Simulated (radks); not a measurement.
Question: Valence configurations of neutral zirconium (all share [Kr]). Method: scalar-relativistic Kohn-Sham, r2SCAN, spin-polarised, spherical densities, finite nucleus; open shells are filled with parallel spins first (spin-orbit coupling, left out, can overturn this in heavy ions); meta-GGA in the generalised Kohn-Sham scheme; Fermi nuclear charge, rms radius 4.2694 fm; computed with a radial shooting solver on a logarithmic mesh with Libxc functionals. Order these by energy: 4d1 5s2 5p1; 4d1 5s1 5p2; 4d2.5 5s1.5; 4d1.5 5s2 5p0.5; 4d3 5s1; 4d4; 5s2 5p2; 4d2 5s1 5p1; 4d2 5s1.5 5p0.5; 4d2 5s2.

Answer: From the lowest, in eV above it: 4d3 5s1 0.000; 4d2.5 5s1.5 0.377; 4d2 5s2 0.467; 4d2 5s1.5 5p0.5 1.564; 4d4 1.727; 4d1.5 5s2 5p0.5 1.945; 4d2 5s1 5p1 2.102; 4d1 5s2 5p1 3.729; 4d1 5s1 5p2 5.475; 5s2 5p2 8.315. NIST lists [Kr] 4d2 5s2 as the ground configuration; this level of theory puts 4d3 5s1 lower, by 0.467 eV. The energies are those of spherical high-spin densities, not of single terms.
